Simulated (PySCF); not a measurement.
C₃H₈OSi, SMILES C=C[SiH2]OC.

Geometry optimised at PBE-D3(BJ)/def2-SVP. One conformer was computed; it need not be the lowest.

The numbers are results of PBE-D3(BJ)/def2-SVP run with PySCF, not measurements.

Frequencies are harmonic and unscaled.

```
mode  ν (cm⁻¹)  IR (km/mol)  moving atoms (share of kinetic energy)
----  --------  -----------  --------------------------------------
1           57          4.4                  O 50 %, H 29 %, C 21 %
2          104          0.3                          H 83 %, C 15 %
3          119          1.1          C 51 %, H 26 %, Si 15 %, O 8 %
4          128          0.0                 H 60 %, C 27 %, Si 10 %
5          222          3.0                  C 39 %, O 33 %, H 25 %
6          397          0.2                          H 88 %, C 10 %
7          401          7.5                 C 48 %, Si 25 %, H 20 %
8          642          9.9                 C 47 %, H 25 %, Si 23 %
9          667        101.1                 H 67 %, Si 18 %, C 10 %
10         687          3.3                          H 87 %, C 10 %
11         746         23.5         O 38 %, Si 27 %, H 22 %, C 14 %
12         868        293.3                         H 75 %, Si 21 %
13         942         83.0                                  H 95 %
14         951         21.2                          H 72 %, C 28 %
15         980         58.6                          H 81 %, C 14 %
16        1003         14.2                                  H 94 %
17        1125        170.1                  O 36 %, C 33 %, H 29 %
18        1136          0.7                          H 76 %, C 19 %
19        1174        108.9                  H 48 %, O 27 %, C 25 %
20        1231          0.4                          H 72 %, C 28 %
21        1365         12.9                          H 85 %, C 14 %
22        1422          4.5                                  H 97 %
23        1423          3.4                                  H 96 %
24        1427         12.9                          H 88 %, C 10 %
25        1620          4.4                          C 87 %, H 13 %
26        2118        156.7                                  H 96 %
27        2128        119.5                                  H 98 %
28        2909         84.0                                  H 97 %
29        2976         43.9                          H 90 %, C 10 %
30        3035         27.3                           H 91 %, C 9 %
31        3051         12.0                                  H 95 %
32        3069          5.9                           H 92 %, C 8 %
33        3151          4.9                          H 89 %, C 11 %
```
